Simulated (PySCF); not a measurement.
# A small calculation by hand: chemical shift, span and skew from a shielding tensor

B(Cl)(OMe)(SeH) (CH₄BClOSe), SMILES COB(Cl)[SeH]. Atoms are numbered in the order given.

```xyz
9

B     -0.2200     0.6078     0.0000
Cl     0.7397     2.0978     0.0000
O     -1.5551     0.7262     0.0000
C     -2.4506    -0.3714     0.0000
H     -2.3087    -0.9972     0.8972
H     -3.4746     0.0258     0.0000
H     -2.3087    -0.9972    -0.8972
Se     0.6398    -1.1672     0.0000
H      2.0090    -0.6284     0.0000
```
Charge 0, spin multiplicity 1.

Geometry: B3LYP-D3(BJ)/def2-SVP. The structure was generated by enumeration, and PubChem lists no compound with its InChIKey, so it may never have been made. The values are those of a single conformer.

GIAO shieldings from KT2/pcSseg-1 (PySCF), non-relativistic, no solvent. The symmetric part of the tensor of C4 has the principal values 96.0, 99.7, 182.4 ppm. The same nucleus in TMS has σ = 185.1 ppm at this level (PySCF, at its B3LYP-D3(BJ)/def2-TZVP geometry). Without spin–orbit terms, shifts of atoms bonded to Cl or Br come out too high.

Question: Work out the isotropic shielding, the ¹³C shift against TMS, the span and the skew.

Answer: 
σ(iso) = (σ11 + σ22 + σ33)/3 = 126.0 ppm. δ = σ(ref) − σ(iso) = 185.1 − (126.0) = 59.1 ppm.
Span Ω = σ33 − σ11 = 86.4 ppm. Skew κ = 3(σ(iso) − σ22)/Ω = 0.91. Tumbling in solution averages the tensor to δ; in a static solid the shielding alone would spread this spin-1/2 line over Ω.
